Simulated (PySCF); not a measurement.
## Bromine: a sound run and one with changed settings

Sound run: Br⁺ [Ar] 3d10 4s2 4p4, Br²⁺ [Ar] 3d10 4s2 4p3. All numbers are calculated (PySCF 2.14, scalar relativity by spin-free X2C-1e, in aug-cc-pVDZ-DK (6s5p3d, 36 functions)). In the sound run the correlated levels freeze [Ar] 3d10. The sound run starts from symmetry-adapted Hartree-Fock orbitals and uses a fine grid where one is needed.

Changed run: no relativity, point nucleus. This setting is unsound on purpose.

| species | method | sound run (hartree) | changed run (hartree) | converged |
| --- | --- | --- | --- | --- |
| Br⁺ | UHF | -2603.90397 | -2552.21828 | yes |
| Br⁺ | M06-2X | -2605.80039 | -2554.12058 | yes |
| Br⁺ | r2SCAN | -2605.64354 | -2553.96211 | yes |
| Br⁺ | MP2 | -2603.97774 | -2552.29312 | yes |
| Br⁺ | CCSD(T) | -2603.99444 | -2552.31059 | yes |
| Br²⁺ | UHF | -2603.16187 | -2551.47584 | yes |
| Br²⁺ | M06-2X | -2605.01921 | -2553.33952 | yes |
| Br²⁺ | r2SCAN | -2604.85600 | -2553.17402 | yes |
| Br²⁺ | MP2 | -2603.21907 | -2551.53432 | yes |
| Br²⁺ | CCSD(T) | -2603.23411 | -2551.55026 | yes |

Ionisation energy of Br⁺:

```csv
method,sound run (eV),changed run (eV)
UHF,20.194,20.203
M06-2X,21.257,21.254
r2SCAN,21.430,21.445
MP2,20.644,20.648
SCS-MP2,20.657,20.660
CCSD,20.677,20.677
CCSD(T),20.690,20.690
```

Most of the change in total energy is the relativistic energy itself. On top of that the contraction fixes the core shape for the Hamiltonian it was made with, so the changed run is not a good calculation with the other Hamiltonian either.

For comparison, NIST gives 21.591 eV between the lowest levels.
